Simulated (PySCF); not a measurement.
**Energy of Os²⁺ (osmium, charge +2) between two integer charges**

The 5d beta orbital of [Xe] 4f14 5d6 is emptied in steps (occupation f), with all orbitals relaxed, ending at [Xe] 4f14 5d5. Computed with PySCF 2.14 in def2-TZVPPD with the def2 core potential (60 electrons) (6s5p3d2f1g, 59 functions), with scalar relativity through the core potential. The exact energy is a straight line in f; departures are measured from the line between the end points of the same method.

| f | MN15 (eV) |
| --- | --- |
| 1 | 0.000 |
| 0.75 | -0.589 |
| 0.5 | -0.783 |
| 0.25 | -0.580 |
| 0 | 0.000 |

```tsv
method	E(f=0) − E(f=1) (eV)	−ε at f=1 (eV)	−ε at f=0.5 (eV)
MN15	27.183	24.047	27.205
```

Orbital energy along the path (eV):

| f | MN15 |
| --- | --- |
| 1 | -24.047 |
| 0.75 | -25.613 |
| 0.5 | -27.205 |
| 0.25 | -28.776 |
| 0 | -30.184 |

Reference removal energy between the ground levels: 25 ± 1.6 eV (theoretical estimate listed by NIST; NIST Atomic Spectra Database, ionization energies). The calculation has no spin-orbit coupling. The determinant left behind need not be the lowest term of the ion.
